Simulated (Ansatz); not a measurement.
`[NH2][Al]1[NH][B]1Cl`, charge 0, multiplicity 1.

**Question.** Give a relaxed structure at PBE0-D4/def2-TZVP (Ansatz). (An estimate is asked.)

**Answer.** The calculation gave: 
```xyz
8

N     0.278    1.993   -0.498
Al    0.032    0.430    0.271
N    -0.127   -1.266   -0.353
B    -0.244   -1.376    1.038
Cl   -0.488   -2.767    2.066
H     0.369    2.139   -1.491
H     0.347    2.868   -0.006
H    -0.168   -2.021   -1.028
```
Point group Cs.
